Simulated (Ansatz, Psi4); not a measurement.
Here is a job for Psi4.
```
memory 2 GB

molecule {
0 2
O    -1.82573338   -0.64971205    0.89879988
C    -0.77375909   -0.31313800    0.37082882
C     0.47307306   -0.99544363    0.42351030
C     1.51669687   -0.29946568   -0.34396356
C     0.93352357    1.09690470   -0.61562325
C    -0.58130129    0.92105097   -0.50503971
H     0.62167536   -1.93475276    0.92596102
H     2.47468566   -0.27317861    0.18213016
H     1.70193143   -0.83356765   -1.28581745
H     1.28222283    1.78856572    0.15238514
H     1.23813668    1.48806895   -1.58492652
H    -1.03318178    0.71800635   -1.47861491
H    -1.08900190    1.78510426   -0.07979190
}

set {
  basis sto-3g
  reference uhf
  freeze_core true
  mp2_type conv
  scf_type pk
  puream true
  d_convergence 1e-8
}

energy('ccsd(t)')
print_variables()
```

**Question.** Write the same job for Ansatz (a quantum-chemistry and plane-wave program).

**Answer.** Several could match; the one computed here: 
Ansatz 0.2 input:
```yaml
crystal:
  periodic: [false, false, false]
  atoms:
    - {symbol: O, position_ang: [-1.82573338, -0.64971205, 0.89879988]}
    - {symbol: C, position_ang: [-0.77375909, -0.31313800, 0.37082882]}
    - {symbol: C, position_ang: [0.47307306, -0.99544363, 0.42351030]}
    - {symbol: C, position_ang: [1.51669687, -0.29946568, -0.34396356]}
    - {symbol: C, position_ang: [0.93352357, 1.09690470, -0.61562325]}
    - {symbol: C, position_ang: [-0.58130129, 0.92105097, -0.50503971]}
    - {symbol: H, position_ang: [0.62167536, -1.93475276, 0.92596102]}
    - {symbol: H, position_ang: [2.47468566, -0.27317861, 0.18213016]}
    - {symbol: H, position_ang: [1.70193143, -0.83356765, -1.28581745]}
    - {symbol: H, position_ang: [1.28222283, 1.78856572, 0.15238514]}
    - {symbol: H, position_ang: [1.23813668, 1.48806895, -1.58492652]}
    - {symbol: H, position_ang: [-1.03318178, 0.71800635, -1.47861491]}
    - {symbol: H, position_ang: [-1.08900190, 1.78510426, -0.07979190]}
basis:
  gaussian:
    orbitals: STO-3G
magnetization: {spin_polarized: true, initial_magnetization: 1}
correlation: {method: ccsd_t, electrons: outside_noble_gas}
accuracy: high
```

Both were run: Psi4 gave -265.293189 Eh and Ansatz -265.293189 Eh, 0.000 mEh apart.
